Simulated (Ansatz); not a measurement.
A made-up structure of CH3Te, doublet:

C1  (-0.299, -0.634, 0.080)
Te2  (1.315, 0.592, -0.110)
H3  (-1.304, -0.240, 0.063)
H4  (2.917, 0.236, 0.293)
H5  (0.413, 1.978, -0.215)
(Å)

It is relaxed with PBE-D4/def2-SVP and then PBE0-D4/def2-TZVP (Ansatz 0.2.0). Atoms count as bonded within 1.22 times the sum of their covalent radii (H–H: 0.88 Å). The end point is not checked to be a true minimum.

Problem. Does its bonding change? (A judgement: the text doesn't fix the answer.)

Solution. By the calculation: No: no bond forms or breaks.

Where it ends: The first stage lowers the energy by 2.20 eV in 11 steps. It ends as CH₃Te ([CH][TeH2]):
C1  (-0.167, -0.799, 0.275)
Te2  (1.078, 0.591, -0.613)
H3  (-1.190, -0.423, 0.062)
H4  (2.365, 0.374, 0.420)
H5  (0.956, 2.188, -0.033)
(Å)

Labels in which every atom is bracketed show which atoms are joined, not bond orders.

For scale, one of the runs: PBE0-D4/def2-TZVP relaxation, 99 basis functions, launched by `ansatz run in.yaml --threads 2 --pin off --events-out ev --progress --plain --max-ram 4352MiB`. Hardware: 2 CPU threads of an Arm Neoverse V2, shared host. Wall time about 21 s.
